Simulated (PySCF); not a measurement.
Zero-point energy (kcal/mol) of eight silicon and germanium compounds: PBE-D3(BJ) beside B3LYP-D3(BJ), computed with PySCF for isolated molecules in the bases named; differences from unrounded values. The eight are the first of their class met in an unordered collection, after screening for sound electronic states; none was chosen by its value. Each level has its own optimised geometry.

```tsv
molecule	basis	B3LYP-D3(BJ)
silacyclobutane (C₃H₈Si), SMILES C1C[SiH2]C1	def2-SVP	61.75
CH7NSi3, SMILES [SiH3][Si@H]1N=C[SiH2]1	def2-SVP	44.46
C2H5FOSi2, SMILES O=C1C[SiH2][Si@@H]1F	def2-SVP	40.21
C2H4ClFSi2, SMILES F[Si@@H]([SiH2]C#C)Cl	def2-SVP	31.58
Si(F)(Cl)(Br)(OH) (BrClFHOSi), SMILES O[Si](F)(Cl)Br	def2-SVP	12.72
C₃H₁₀Si₃, SMILES C=C1[SiH2][SiH2][C@H]1[SiH3]	def2-SVP	67.88
Cl3H2NSi, SMILES N[Si](Cl)(Cl)Cl	def2-SVP	19.60
C₂H₅NO₂Si, SMILES O[Si@@H]1C=NCO1	def2-SVP	48.52
```

Task: Estimate the PBE-D3(BJ) values and say how PBE-D3(BJ) differs from B3LYP-D3(BJ) over the set. (An estimate is asked for; the answer gives what the named calculation found.)

Result: 
```csv
molecule,PBE-D3(BJ),difference
"silacyclobutane (C₃H₈Si), SMILES C1C[SiH2]C1",60.14,-1.61
"CH7NSi3, SMILES [SiH3][Si@H]1N=C[SiH2]1",42.90,-1.57
"C2H5FOSi2, SMILES O=C1C[SiH2][Si@@H]1F",38.91,-1.30
"C2H4ClFSi2, SMILES F[Si@@H]([SiH2]C#C)Cl",30.52,-1.06
"Si(F)(Cl)(Br)(OH) (BrClFHOSi), SMILES O[Si](F)(Cl)Br",12.39,-0.33
"C₃H₁₀Si₃, SMILES C=C1[SiH2][SiH2][C@H]1[SiH3]",65.74,-2.13
"Cl3H2NSi, SMILES N[Si](Cl)(Cl)Cl",19.21,-0.39
"C₂H₅NO₂Si, SMILES O[Si@@H]1C=NCO1",47.00,-1.52
```
PBE-D3(BJ) lies below B3LYP-D3(BJ) in 8 and above it in 0 of the eight; the mean signed difference is -1.24 and the largest -2.13 kcal/mol.
